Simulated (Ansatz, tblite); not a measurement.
Removing and adding an electron: tetraphenylethylene (C₂₆H₂₀). The state is a singlet with charge 0. Geometry: PBE-D4/def2-SVP. Ansatz, gas phase; energy differences of separate SCF runs; the oxidised species was run as a doublet alone; the reduced species was run as a doublet alone.

The xTB rows come from tblite. Single mean-field runs in def2-TZVP are fitted with def2-universal-jkfit.

```json
{"level": "GFN2-xTB", "−HOMO (eV)": "9.79", "vertical IE (eV)": "11.68", "−LUMO (eV)": "7.28", "vertical EA (eV)": "5.39", "HOMO–LUMO gap (eV)": "2.52", "IE − EA (eV)": "6.29", "remarks": "–"}
{"level": "PBE0-D4/def2-TZVP", "−HOMO (eV)": "5.71", "vertical IE (eV)": "6.89", "−LUMO (eV)": "1.62", "vertical EA (eV)": "0.56", "HOMO–LUMO gap (eV)": "4.09", "IE − EA (eV)": "6.33", "remarks": "HOMO above zero (-1 doublet)"}
```

(1) Estimate the rows for GFN1-xTB, PBE-D4/def2-TZVP.

Results:

(1) 
```
           level  −HOMO (eV)  vertical IE (eV)  −LUMO (eV)  vertical EA (eV)  HOMO–LUMO gap (eV)  IE − EA (eV)                       remarks
        GFN1-xTB       10.83             12.66        8.32              6.48                2.50          6.18                             –
PBE-D4/def2-TZVP        4.92              6.72        2.38              0.72                2.54          5.99  HOMO above zero (-1 doublet)
```

Run but left out: HF/def2-TZVP (singlet: restricted singlet, unstable in another Hartree–Fock run and untested here).   A HOMO above zero means that the electron is unbound at that level or that self-interaction error raises the level; the energy of removing that electron tells which. Raw xTB energy differences between charge states are shifted by several eV; the methods need an empirical correction for them. Sets without diffuse functions give affinities that are too small.
